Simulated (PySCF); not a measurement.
Cd(SiH3)2, SMILES [SiH3][Cd][SiH3] (H₆CdSi₂), PBE0/def2-SVP optimised geometry.

```
9

Cd     0.00     0.12     0.00
Si     2.54     0.12     0.00
H      3.10    -1.19    -0.49
H      3.10     0.34     1.37
H      3.10     1.19    -0.88
Si    -2.54     0.12     0.00
H     -3.10     0.36     1.37
H     -3.10    -1.19    -0.48
H     -3.10     1.18    -0.89
```

Density from PBE0/def2-TZVP, def2 effective core potentials past Kr in PySCF at that geometry. The core electrons that the potentials of Cd replace are not part of the density.

Minimum of the electron density along straight lines between bonded atoms, close to the bond critical point (lines longer than 1.1 times the sum of covalent radii, or with two minima, are not listed):

```
bond     length / Å  ρ at the minimum / e bohr⁻³  ∇²ρ there / e bohr⁻⁵  position (fraction from the first atom)
-------  ----------  ---------------------------  --------------------  ---------------------------------------
Cd1–Si2       2.536                        0.069                 -0.01                                     0.51
Si2–H3        1.500                        0.115                  0.15                                     0.49
Si2–H4        1.500                        0.115                  0.15                                     0.49
Si2–H5        1.500                        0.115                  0.15                                     0.49
Cd1–Si6       2.536                        0.069                 -0.01                                     0.51
Si6–H7        1.500                        0.115                  0.15                                     0.49
Si6–H8        1.500                        0.115                  0.15                                     0.49
Si6–H9        1.500                        0.115                  0.15                                     0.49
```
